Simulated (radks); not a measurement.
Q: Radial electron density D(r) = 4 pi r^2 rho(r) of an atom or ion with 59 electrons. Method: scalar-relativistic Kohn-Sham, r2SCAN, spin-polarised, spherical densities, finite nucleus; meta-GGA in the generalised Kohn-Sham scheme; Fermi nuclear charge, rms radius of each element as measured or else 0.836 A^(1/3) + 0.57 fm; computed with a radial shooting solver on a logarithmic mesh with Libxc functionals.

r (bohr)  D(r) (e/bohr)   spin D(r)
0.002097          12.54    0.000101
0.002753          18.71    0.000150
0.003642          27.49    0.000217
0.004819          38.95    0.000300
0.006326          52.21    0.000389
0.00837           66.45    0.000467
0.01099           77.95    0.000502
0.01454           83.76    0.000467
0.01908           81.83    0.000379
0.02525           75.69    0.000317
0.03314           75.10    0.000322
0.04384           87.94  -0.0000681
0.05755           106.3    -0.00217
0.07614           109.7    -0.00602
0.09995           92.56     0.00192
0.1322            83.39      0.0826
0.175             96.16       0.400
0.2297            89.10        1.20
0.3039            52.49        2.76
0.3989            39.87        4.79
0.5278            47.34        6.24
0.6927            35.16        5.86
0.9166            17.64        4.13
1.203             11.39        2.18
1.592             6.998       0.681
2.089             2.448      0.0862
2.765            0.3647    -0.00351
3.629           0.02142   -0.000878
4.801         0.0003276  -0.0000206

What is the nuclear charge?

A: Z = 63. The innermost maximum, from 1s, lies near gamma/Z bohr with gamma = sqrt(1 - (Z/c)^2) = 0.888, here 0.0141 bohr (found: 0.0155), and its height grows with Z. The density is that of the europium ion Eu4+ in [Xe] 4f5; the configuration itself is not fixed sharply by these data, and Z only to a few units. D(r) has 4 maxima, at r = 0.0155, 0.0686, 0.193, 0.528 bohr, and minima at 0.0296, 0.126, 0.380 bohr, inside which lie 1.94, 11.12, 29.23 electrons.
